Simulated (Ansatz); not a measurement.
Reaction (substitution at a C–S bond): `C[S][GeH2][CH3]` + `CNC` → `CN(C)C` + `[CH3][GeH2][SH]`

Isolated molecules relaxed with PBE0-D4/def2-TZVP in Ansatz; ΔE leaves out vibrations. CCSD(T)/CBS adds triple-zeta CCSD(T) − MP2 to the extrapolated MP2 energy (def2 sets, frozen cores). DFT in def2-TZVPP. HSE06 is defined as in plane-wave codes. For Ge outer-core shells are correlated without core-valence functions, which leaves a few kJ/mol of doubt a bond. Scalar relativity is left out up to krypton. Each species was taken in one conformer, which may not be the lowest.

(1) Is it downhill or uphill in electronic energy at CCSD(T)/CBS, and by how much? (Estimate.)

(2) What do these levels give: BLYP-D4, revPBE, HSE06, BHLYP, MP2/def2-QZVPP, CCSD/CBS(def2)? (Best estimate.)

Largest T1 diagnostic among the species: 0.010.

Results:

(1) Computed: Nearly level: ΔE = +2.5 kJ/mol.

(2) Computed: BLYP-D4 4.1, revPBE 8.6, HSE06 3.5, BHLYP 0.7, MP2/def2-QZVPP 2.1, CCSD/CBS(def2) 2.1 kJ/mol.

At CCSD(T), def2-SVP lies −16.5 kJ/mol from the extrapolated value and def2-TZVPP −3.9 kJ/mol. Leaving LDA and LC-ωPBE aside and taking each functional with its dispersion term where it has one, the values, not all of them listed here, spread over 5.2 kJ/mol, from CAM-B3LYP-D4 to PBE-D4. LDA lies −11.4 kJ/mol from PBE without D4.
